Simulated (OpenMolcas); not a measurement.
**Pd2+ in CaO**

Pd2+ with its 6 nearest oxide ions at 2.298 Å, on the Ca site of CaO (a = 4.8105 Å, distance in the model lattice 2.405 Å). The rest of the host is ab initio model potentials to 7.6 Å, with orthogonalisation functions on the cations behind the ligands, and point charges beyond; the distance is set by hand and nothing relaxes. Ligand basis ANO-RCC-VDZP.
```
Pd    0.0000    0.0000    0.0000
O     2.2980    0.0000    0.0000
O     0.0000    2.2980    0.0000
O    -2.2980    0.0000    0.0000
O     0.0000   -2.2980    0.0000
O     0.0000    0.0000    2.2980
O     0.0000    0.0000   -2.2980
```

* Program: OpenMolcas
* Method: SS-CASPT2, IPEA 0.25 Eh, imaginary shift 0.1 Eh (closed shells correlated: 4s 4p and the ligand valence shells)
* Basis: ANO-RCC-VDZP [6s5p3d1f]
* Scalar Hamiltonian: DKH2, point nucleus
* Active space: 8 electrons in 5 orbitals (4d)
* State averaging: 2S+1 = 3 even, 10 roots; 2S+1 = 1 even, 15 roots
* Spin-orbit coupling: state interaction with AMFI integrals over the reference wave functions

The lowest spin-free states (labels of O, the rotations of Oh), above the lowest:

```tsv
State	Degeneracy	E (cm-1)
3A2	1	0
1E	2	6510
1A1	1	14290
3T2	3	17410
3T1	3	23310
1T2	3	24320
1T1	3	27540
3T1	3	37340
1E	2	44340
1T2	3	44430
1A1	1	56490
```

The lowest levels with spin-orbit coupling:

```csv
E (cm-1),Degeneracy,Label,2S+1
0,3,T2,3
6400,2,E,1
14190,1,A1,1
16910,2,E,3
17010,3,T1,3
17860,3,T2,3
18420,1,A2,3
22920,1,A1,3
23240,3,T1,3
24140,3,T2,3
24480,3,T2,1
24500,2,E,3
28030,3,T1,1
37520,1,A1,3
37740,2,E,3
37820,3,T1,3
37840,3,T2,3
44860,2,E,1
44990,3,T2,1
57300,1,A1,1
```

Powder χT (cm3 K/mol): 1.25 at 2 K, 1.25 at 10 K, 1.25 at 50 K, 1.26 at 100 K, 1.26 at 200 K, 1.27 at 300 K. The effective moment at 300 K is 2.828 √(χT) = 3.19 μB.

The lowest level has 2S+1 = 3, for which the spin-only value is χT = S(S+1) / 2 = 1.000 cm3 K/mol (g = 2). The computed 1.272 at 300 K differs by +0.272, through orbital momentum, spin-orbit coupling and any other state in reach.

A least-squares ligand-field fit to the states below 45000 cm-1, each weighted by its degeneracy and with a free common offset, gives 10Dq = 18102 cm-1, B = 567 cm-1 and C = 1716 cm-1 (C/B = 3.03), with an rms deviation of 428 cm-1.

The same method and metal basis give the free ion B = 871 cm-1 (fit to its terms below 60000 cm-1, rms deviation 524 cm-1), so the nephelauxetic ratio is β = 567 / 871 = 0.65; it hangs on how both fits weigh the states, and computed free-ion B values tend to be too large, so β mixes covalency with correlation.

Roots that are degenerate in the reference are averaged as groups; the widest CASPT2 spread within a group is 190 cm-1 (the 3-fold group of multiplicity 1 near 24300 cm-1 above the lowest state of its run). Shifts and gaps below about the spread of the groups concerned are not significant. Over all roots computed the reference weight is 0.67 to 0.69; a low but even weight reflects the number of correlated electrons. Real 4d8 and 5d8 ions are as a rule square planar and diamagnetic. The least metal-like active orbital is 82 % on the metal (Löwdin) and no ligand orbital is active, so the numbers are rough. Ligand-to-metal charge-transfer states are missing. With no ligand orbital active B as a rule stays too high, so bands that hang on it stand too high and its fall with covalency is understated. With one d shell and no ligand orbital active, 10Dq can be off by a tenth or more. No measured value stands beside these numbers; the geometry was set by hand and not optimised.
